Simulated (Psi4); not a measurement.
## MP2, SCS-MP2 and SOS-MP2 from spin components

System: CBCl$_{2}$NO (SMILES O=C=NB(Cl)Cl), singlet, geometry from GFN2-xTB. Level: MP2/def2-SVP run with Psi4 1.11. Sums are taken with unrounded values, so a last digit can differ.

The Psi4 input:
```
memory 2 GB

molecule mol {
0 1
B    -0.357866    0.211830   -0.149749
Cl   -1.710186   -0.850064   -0.044050
Cl   -0.523210    1.805811   -0.758438
N     0.902475   -0.223941    0.265760
C     1.848083   -0.823973    0.675981
O     2.793903   -1.349428    1.059354
}

set {
  basis def2-svp
  reference rhf
  freeze_core true
}

energy('mp2')
print_variables()
```

It gave an SCF energy of -1110.565941 Eh, a same-spin correlation energy of -0.223148 Eh and an opposite-spin one of -0.573069 Eh.

Work out the MP2, SCS-MP2 (6/5 and 1/3) and SOS-MP2 (1.3 and 0) correlation and total energies.

MP2: -0.573069 + (-0.223148) = -0.796218 Eh, total -1111.362159 Eh, as the program printed. SCS-MP2: 1.2 × (-0.573069) + (-0.223148)/3 = -0.762066 Eh, total -1111.328007 Eh. SOS-MP2: 1.3 × (-0.573069) = -0.744990 Eh, total -1111.310931 Eh. Opposite spins carry 72 % of the MP2 correlation; same-spin pairs are already kept apart by exchange.
